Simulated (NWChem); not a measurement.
System: CrO3; SMILES [O]=[Cr](=[O])=[O]

Task: Give the equilibrium geometry at PBE0/def2-SVP (NWChem) as a Z-matrix, with the point group.

Result: point group C3v; any orientation.
```
Cr
O 1 1.5517
O 1 1.5517 2 113.86
O 1 1.5517 2 113.86 3 -132.79
```
